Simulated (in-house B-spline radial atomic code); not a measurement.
**LC-wPBE excitations of the arsenic ion As⁵⁺**

Method: LC-wPBE. Computed with an all-electron radial atomic-structure program (B-spline basis): linear response of the closed shell [Ar] 3d10 with the functional's adiabatic kernel; scalar-relativistic (spin-free one-electron X2C), finite nucleus, no spin-orbit coupling, no double excitations, S, P, D and F terms only. Only terms of natural parity with L up to 3 were computed.

Command:
```bash
python run_td.py task.json out
```
Settings (radii: box in bohr, nucleus in fm):
```
Z                        33
electrons                28
configuration            [Ar] 3d10
hamiltonian              x2c
method                   lc_wpbe
box_radius               16.35
rms_radius               4.0968
intervals                71
```

Run time, properties included: 2.4 s on 1 thread of Arm Neoverse N1, on a shared host.

The lowest states, in the order of their Tamm-Dancoff energies; the method's threshold (minus the highest occupied level) is 112.98 eV. Labels give the largest channel, * marks a mixed state, and oscillator strengths are full-response dipole values. Semilocal kernels can invert the small singlet-triplet splittings of Rydberg terms. Energies in eV:

```tsv
state	full response	Tamm-Dancoff	oscillator strength
3d → 4s 3D	36.89	36.91	-
3d → 4s 1D	37.62	37.63	-
3d → 4p 3P	49.92	49.94	-
3d → 4p 3F	?	?	-
3d → 4p 1F	?	?	-
3d → 4p 1P	51.71	51.79	0.541
3d → 4d 3S	68.65	68.68	-
3d → 4d 3D	69.31	69.32	-
3d → 4d 1D	69.92	69.93	-
3d → 5s 3D	74.37	74.38	-
```

Problem. Where does 3d → 4p 3F lie?

Solution. At 50.09 eV in full response, 50.11 eV in Tamm-Dancoff.

Problem. Where does 3d → 4p 1F lie?

Solution. At 50.59 eV in full response, 50.59 eV in Tamm-Dancoff.

Problem. How large is the singlet-triplet splitting of 3d → 4s (D terms) in Tamm-Dancoff?

Solution. 0.722 eV, from the unrounded values.

Problem. What polarisabilities and dispersion coefficient does the method give?

Solution. Dipole 0.5628 bohr³, quadrupole 0.6654 bohr⁵, C6 0.9381 hartree·bohr⁶ for two such species.
